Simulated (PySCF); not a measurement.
Predicted microwave data (PySCF 2.14.0, PBE0-D3(BJ)/def2-SVP geometry optimisation, gas phase) for one isomer of C2H9GeNSi:

| Quantity | Value |
| --- | --- |
| Rotational constants | A = 5411, B = 1816, C = 1676 MHz |
| Dipole components | \|μa\| = 1.25 D, \|μb\| = 0.27 D, \|μc\| = 0.28 D |
| Inertial defect | -70.06 u·Å² |
| κ | -0.92 |

Question: Which candidate fits, each taken in the one conformer that was computed?
A. `[CH2:1]=[CH:2][GeH2:3][NH:4][SiH3:5]` with C1–C2–Ge3–N4 -119°, C2–Ge3–N4–Si5 -110°
B. `[CH2:1]=[CH:2][SiH2:3][NH:4][GeH3:5]` with C1–C2–Si3–N4 1°, C2–Si3–N4–Ge5 -91°
C. `[Ge@H]1([NH][SiH2][CH2]1)[CH3]`
D. `[CH2:1]=[CH:2][N:3]([SiH3:4])[GeH3:5]` with C1–C2–N3–Si4 180°
E. `C[Si@@H]1N[CH2][GeH2]1`

Answer: C. It is [CH3][Ge@H]1[CH2][SiH2][NH]1, a near-prolate asymmetric top, point group C1. The candidates at the same level (rigid rotor, commonest isotopes):

```csv
SMILES,A (MHz),B (MHz),C (MHz),μa (D),μb (D),μc (D),Δ (u·Å²),point group,rotor
C=C[SiH2][NH][GeH3],4817,1110,963.5,0.17,0.64,0.72,-35.81,C1,near-prolate asymmetric top
C=C[N]([SiH3])[GeH3],2807,1929,1176,0.22,0.64,0.00,-12.27,Cs,asymmetric top
C[Si@@H]1N[CH2][GeH2]1,4030,1796,1401,0.68,0.64,0.42,-45.92,C1,asymmetric top
C=[CH][GeH2][NH][SiH3],6855,1125,1040,1.25,0.60,0.59,-37.15,C1,near-prolate asymmetric top
[CH3][Ge@H]1[CH2][SiH2][NH]1,5411,1816,1676,1.25,0.27,0.28,-70.06,C1,near-prolate asymmetric top
```

`C=C[N]([SiH3])[GeH3]` has A 48 % too low; `C=C[SiH2][NH][GeH3]` has C 42 % too low; `C=[CH][GeH2][NH][SiH3]` has B 38 % too low; `C[Si@@H]1N[CH2][GeH2]1` has A 26 % too low. No structure here is proved a minimum.
